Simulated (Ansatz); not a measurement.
A made-up structure of AlSiH4Se (charge +1), closed shell:

```xyz
7
angstrom
Al 0.9320 0.4460 0.2778
Si -1.6093 0.4854 0.0364
Se 2.1483 -1.2698 -0.3042
H -2.0198 -0.7549 -0.5200
H -2.2120 1.6932 0.4770
H 1.9051 1.4879 0.8051
H 0.9819 -2.0567 -0.7465
```

It is relaxed with PBE-D4/def2-SVP and then PBE0-D4/def2-TZVP (Ansatz 0.2.0). Atoms count as bonded within 1.22 times the sum of their covalent radii (H–H: 0.88 Å). The end point is not checked to be a true minimum.

(1) Does its bonding change? (A judgement: the text doesn't fix the answer.)

Answers

(1) By the calculation: Yes. Formed: Si2–Se3; broken: none.

Where it ends: The first stage lowers the energy by 0.85 eV in 19 steps. It ends as AlSiH₄Se ([AlH]1[SiH2][SeH]1), total charge +1:
```tsv
atom	x (Å)	y (Å)	z (Å)
Al1	1.0536	1.0544	0.1655
Si2	-1.1418	0.2088	-0.0106
Se3	0.6076	-1.3971	0.5940
H4	-1.7682	-0.2212	-1.2770
H5	-2.0150	0.2287	1.1813
H6	2.4155	1.8120	0.1859
H7	0.9745	-1.6545	-0.8135
```

Labels in which every atom is bracketed show which atoms are joined, not bond orders.

For scale, one of the runs: PBE0-D4/def2-TZVP relaxation, 146 basis functions, launched by `ansatz run in.yaml --threads 2 --pin off --events-out ev --progress --plain --max-ram 4352MiB`. The run took about 88 s on 2 CPU threads of an Arm Neoverse V1 (shared host).
